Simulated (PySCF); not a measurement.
Molfile (atoms numbered from 1):
```
C5H9NO
     RDKit          3D

 16 15  0  0  0  0  0  0  0  0999 V2000
    2.8616   -0.8281   -0.0749 C   0  0  0  0  0  0  0  0  0  0  0  0
    1.5457   -0.7654   -0.2879 C   0  0  0  0  0  0  0  0  0  0  0  0
    0.6892    0.0292    0.6463 C   0  0  0  0  0  0  0  0  0  0  0  0
    1.1931    0.6954    1.5360 O   0  0  0  0  0  0  0  0  0  0  0  0
   -0.6678   -0.0134    0.4525 N   0  0  0  0  0  0  0  0  0  0  0  0
   -1.3437   -0.8119   -0.5395 C   0  0  0  0  0  0  0  0  0  0  0  0
   -1.5028    0.8448    1.2569 C   0  0  0  0  0  0  0  0  0  0  0  0
    3.2892   -0.3077    0.7869 H   0  0  0  0  0  0  0  0  0  0  0  0
    3.5256   -1.3810   -0.7433 H   0  0  0  0  0  0  0  0  0  0  0  0
    1.1083   -1.2671   -1.1528 H   0  0  0  0  0  0  0  0  0  0  0  0
   -1.5057   -0.2683   -1.4887 H   0  0  0  0  0  0  0  0  0  0  0  0
   -0.8005   -1.7395   -0.7549 H   0  0  0  0  0  0  0  0  0  0  0  0
   -2.3312   -1.1044   -0.1514 H   0  0  0  0  0  0  0  0  0  0  0  0
   -2.0820    1.5372    0.6216 H   0  0  0  0  0  0  0  0  0  0  0  0
   -2.2140    0.2541    1.8596 H   0  0  0  0  0  0  0  0  0  0  0  0
   -0.8563    1.4216    1.9281 H   0  0  0  0  0  0  0  0  0  0  0  0
  1  2  2  0
  2  3  1  0
  3  4  2  0
  3  5  1  0
  5  6  1  0
  5  7  1  0
  1  8  1  0
  1  9  1  0
  2 10  1  0
  6 11  1  0
  6 12  1  0
  6 13  1  0
  7 14  1  0
  7 15  1  0
  7 16  1  0
M  END
```

Geometry: PBE0-D3(BJ)/def2-SVP; GIAO absolute shieldings from PySCF 2.14.0 with density-fitted response routines, gas phase, non-relativistic, averaged over equivalent atoms.

At PBE0/6-31G (81 basis functions, 6.5 s wall time on 1 thread of an x86-64 server CPU, shared host):
```json
{"atoms": "C3", "σ (ppm)": "44.0"}
{"atoms": "C1", "σ (ppm)": "69.3"}
{"atoms": "C2", "σ (ppm)": "76.6"}
{"atoms": "C6", "σ (ppm)": "164.7"}
{"atoms": "C7", "σ (ppm)": "167.3"}
{"atoms": "O4", "σ (ppm)": "-33.7"}
{"atoms": "N5", "σ (ppm)": "166.3"}
{"atoms": "H8", "σ (ppm)": "25.32"}
{"atoms": "H10", "σ (ppm)": "25.79"}
{"atoms": "H9", "σ (ppm)": "26.49"}
{"atoms": "H14/H15/H16", "σ (ppm)": "29.53"}
{"atoms": "H11/H12/H13", "σ (ppm)": "29.64"}
```

**Question.** Estimate the result of repeating the calculation with PBE0/aug-cc-pVDZ.

**Answer.** 
| atoms | σ at PBE0/aug-cc-pVDZ | change |
| --- | --- | --- |
| C3 | 34.4 | -9.6 |
| C1 | 63.2 | -6.1 |
| C2 | 69.8 | -6.8 |
| C6 | 161.2 | -3.5 |
| C7 | 163.4 | -3.9 |
| O4 | -5.1 | +28.6 |
| N5 | 163.1 | -3.2 |
| H8 | 24.19 | -1.13 |
| H10 | 24.38 | -1.41 |
| H9 | 25.32 | -1.17 |
| H14/H15/H16 | 28.26 | -1.27 |
| H11/H12/H13 | 28.29 | -1.35 |

The largest change is at O4 (amide-type carbonyl oxygen). Cost: 242 basis functions, 33 s wall time on 1 thread of an Arm Neoverse V2, shared host. The order of the carbon signals is the same at both levels.

The two substituents on the amide-type nitrogen aren't averaged: C–N rotation is slow on the NMR time scale.
